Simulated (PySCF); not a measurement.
**Orbital picture of In₂⁺**

LDA at R = 3.574 Å; basis In def2-SVP with ECP28; scalar-relativistic core potentials; PySCF 2.14. State: ²Σg⁺ (doublet), unpaired electrons σ ↑. Only the outer orbitals are listed.

```
spin  orbital  occ.  ε (eV)  main shells (%)
   α       σg     1  -14.17             96 s
   α       σu     1  -13.11             99 s
   α       σg     1   -8.35             96 p
   α       πu     0   -7.73             99 p
   α       πu     0   -7.73             99 p
   α       πg     0   -6.79            100 p
   β       σg     1  -13.84             97 s
   β       σu     1  -12.83             99 s
   β       σg     0   -7.73             96 p
   β       πu     0   -7.52             99 p
   β       πu     0   -7.52             99 p
```

**Question.** Which are the highest filled and the lowest empty level, where do they sit, and how wide is the gap?

**Answer.** Highest filled α σg at -8.35 eV (in %: 96 p); lowest empty α πu at -7.73 eV (in %: 99 p); the gap at LDA is 0.62 eV.

The bond order (Mayer) is 0.57, the ⟨S²⟩ is 0.751 and the polarisability along the bond is 166.9 bohr³. The polarisability across the bond is 48.3 bohr³.

Spin–orbit coupling is left out. The state is the lowest determinant that a PBE0 search found; another state may lie lower at other levels.
